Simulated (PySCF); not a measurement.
Compound: C₄H₃BF₃N.
InChI=1S/C4H3BF3N/c1-9-4-2(3(4)6)5(7)8/h4H,1H2/t4-/m1/s1

Torsions of this conformer, `[CH2:1]=[N:2][C@H:3]1[C:4]([F:5])=[C:6]1[B:7]([F:8])[F:9]`: C1–N2–C3–C4 154°, C4–C6–B7–F8 175°.

The closed-shell ground state was solved at several levels (PySCF, density fitting, gas phase, non-relativistic). Isolated species at its GFN2-xTB geometry (one conformer only).

| level | basis functions | HOMO (eV) | LUMO (eV) | gap (eV) | dipole (D) |
| --- | --- | --- | --- | --- | --- |
| CAM-B3LYP/def2-SVPD | 213 | -9.20 | -0.73 | 8.47 | 2.83 |
| PBE0/pcSseg-1 | 168 | -7.70 | -1.77 | 5.93 | 2.72 |

Task: Estimate the row for B3LYP/pcJ-1, a basis of 273 functions; the other rows only guide the guess.

Result: HOMO -7.47 eV, LUMO -1.97 eV, gap 5.50 eV, dipole 2.68 D.

Task: Over all these levels, which gives the widest orbital gap and which the narrowest?

Result: CAM-B3LYP/def2-SVPD (range-separated hybrid) has the widest, 8.47 eV, and B3LYP/pcJ-1 (global hybrid, 20 % exact exchange) the narrowest, 5.50 eV. Functional and basis both differ between the two, so the spread mixes both effects.

Task: How far do the dipole and the HOMO energy spread over the levels?

Result: The dipole runs from 2.68 to 2.83 D (mean 2.74 D) and the HOMO from -9.20 to -7.47 eV.
